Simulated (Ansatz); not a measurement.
Results of the Gaussian-basis code of Ansatz.

ClH2NS2W (`[NH2][W](=[S])(=[S])[Cl]`) at its PBE0-D4/def2-TZVP geometry, where that method's forces vanish. Total charge 0; spin multiplicity 1. W takes the def2 core potential.

| atom | x (Å) | y (Å) | z (Å) |
| --- | --- | --- | --- |
| N1 | 0.406 | 1.128 | 0.282 |
| W2 | -0.222 | -0.628 | -0.145 |
| S3 | -2.269 | -0.477 | -0.673 |
| S4 | 0.933 | -1.355 | -1.767 |
| Cl5 | 0.012 | -1.999 | 1.642 |
| H6 | 1.337 | 1.455 | 0.069 |
| H7 | -0.197 | 1.876 | 0.593 |

Task: For each bond, give half the difference of the two atoms' forces along it (eV/Å; positive pushes the atoms apart) under PBE-D4, r2SCAN-D4, B3LYP-D4, ωB97M-V in def2-TZVPP. (An estimate is asked.)

Result: The calculation gave: 
```tsv
bond	length (Å)	PBE-D4	r2SCAN-D4	B3LYP-D4	ωB97M-V
N1–W2	1.913	0.01	0.05	0.16	0.08
N1–H6	1.010	0.16	-0.02	-0.10	-0.02
N1–H7	1.010	0.16	-0.02	-0.10	-0.02
W2–S3	2.120	0.45	0.25	0.26	-0.26
W2–S4	2.120	0.45	0.25	0.26	-0.26
W2–Cl5	2.264	-0.08	-0.05	0.16	0.27
```

B3LYP here is the variant with VWN-RPA as its local correlation; programs differ in this.
